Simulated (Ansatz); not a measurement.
C3H5BF2 (SMILES C=CCB(F)F), singlet, geometry from GFN2-xTB; MP2/def2-SVPD in Ansatz (an electronic-structure program).

The Ansatz input:
Ansatz 0.2 input:
```yaml
crystal:
  periodic: [false, false, false]
  atoms:
    - {symbol: B, position_ang: [0.00465388, -0.05144257, 1.02348541]}
    - {symbol: C, position_ang: [-0.06389706, -0.82028791, -0.35643295]}
    - {symbol: C, position_ang: [-0.41766603, 0.05249511, -1.52500463]}
    - {symbol: C, position_ang: [0.36553823, 0.24749887, -2.56824375]}
    - {symbol: H, position_ang: [-0.82916313, -1.59949661, -0.26135240]}
    - {symbol: H, position_ang: [0.87785055, -1.33883493, -0.54705305]}
    - {symbol: H, position_ang: [-1.37814170, 0.54456115, -1.45819869]}
    - {symbol: H, position_ang: [1.32903085, -0.22823625, -2.65221504]}
    - {symbol: H, position_ang: [0.07724130, 0.88791899, -3.38340398]}
    - {symbol: F, position_ang: [-0.59216779, 1.09811827, 1.25642011]}
    - {symbol: F, position_ang: [0.65839689, -0.53000004, 2.06390034]}
basis:
  gaussian:
    orbitals: def2-SVPD
magnetization: {spin_polarized: false}
correlation: {method: mp2}
```

**Question.** Write the output that Ansatz gives for this input, abridged.

**Answer.** 
```
Functional definition: HF
1643 factors; integrals over basis functions are off by at most 8.7e-4 eV
mean field evaluation 1: about -9246.7623 eV, gradient 3.9e1 eV
mean field evaluation 2: about -9246.8171 eV, gradient 3.9e1 eV
mean field evaluation 4: about -9250.2747 eV, gradient 3.8e0 eV
mean field evaluation 8: about -9250.3250 eV, gradient 2.0e-1 eV
mean field -9250.32519726 eV, -339.9431809037 hartree, gradient 2.7e-6 eV, S^2 0.000000; 0 other end points of the search recorded, 0 dependent functions left out
6 core orbitals not correlated
reference -9250.32519726 eV, -339.9431809037 hartree; 17, 17 occupied and 143, 143 virtual orbitals, 1643 factors
second order -24.10370942 eV of doubles, -0.00000000 eV of singles
Total energy: -9274.42890668 eV, -340.8289758868 hartree
```
